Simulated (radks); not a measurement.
Problem. Coherent X-ray form factor from a spherical all-electron density. Calculated with a radial shooting solver on a logarithmic mesh with Libxc functionals: Dirac Kohn-Sham, exchange-only LDA, spin-unpolarised, spherical densities, finite nucleus; Fermi nuclear charge, rms radius of each element as measured or else 0.836 A^(1/3) + 0.57 fm.

| sin(theta)/lambda (1/angstrom) | f0 (electrons) |
|---|---|
| 0.05 | 30.290 |
| 0.1 | 28.656 |
| 0.15 | 26.761 |
| 0.2 | 24.879 |
| 0.25 | 23.079 |
| 0.3 | 21.361 |
| 0.4 | 18.168 |
| 0.5 | 15.350 |
| 0.6 | 12.985 |
| 0.8 | 9.639 |
| 1 | 7.734 |
| 1.25 | 6.444 |
| 1.5 | 5.621 |
| 2 | 4.250 |

The species is in the configuration that NIST lists as its ground one. Which atom or ion scatters so?

Solution. Neutral gallium, [Ar] 3d10 4s2 4p1. Extrapolating in s^2 from the first two rows gives f0(0) = 30.8, near the electron count 31; among species with that count, the fall with angle is slower the higher Z, and the table is that of Z = 31; from so few rows the species is fixed only to a neighbour or two.
